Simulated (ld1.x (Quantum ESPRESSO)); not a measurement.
u(r) = r·R(r): atom against pseudo-atom (phosphorus (P))

Columns: radius, all-electron u(r) and pseudo u(r) of the 3s shell (level -14.02 eV) of phosphorus in the configuration [Ne] 3s2 3p3; LDA (PZ), scalar-relativistic, ultrasoft scheme, ld1.x (Quantum ESPRESSO) 7.5.

```tsv
r (bohr)	all-electron	pseudo
0.100	0.1211	0.0709
0.200	-0.1881	0.1416
0.300	-0.3612	0.2118
0.400	-0.3650	0.2812
0.500	-0.2587	0.3494
0.600	-0.0986	0.4158
0.700	0.0770	0.4796
0.800	0.2452	0.5402
0.900	0.3939	0.5964
1.000	0.5180	0.6475
1.100	0.6164	0.6922
1.200	0.6901	0.7297
1.300	0.7415	0.7590
1.400	0.7735	0.7793
1.500	0.7891	0.7901
1.600	0.7910	0.7910
1.700	0.7820	0.7820
1.800	0.7644	0.7644
1.900	0.7404	0.7404
2.000	0.7115	0.7115
2.100	0.6793	0.6793
2.200	0.6450	0.6450
2.300	0.6096	0.6096
2.400	0.5737	0.5737
2.500	0.5380	0.5380
2.600	0.5030	0.5030
```

Question: How many radial nodes do the two functions have?

Answer: The all-electron 3s function has n − l − 1 = 2; the pseudo-wave has 0, since the states of the same l below it are removed with the core.

Question: At about which radius was the pseudo-wave matched?

Answer: 1.65 bohr, where the columns begin to agree (steps of 0.10 bohr).

Question: Where does each function peak?

Answer: Outermost all-electron maximum near 1.60 bohr, pseudo maximum near 1.60 bohr (to the table’s step).

Question: Is the pseudo-wave norm-conserving?

Answer: No, it belongs to an ultrasoft set: the norm inside the radius is not constrained, and the difference is carried by the augmentation charge.
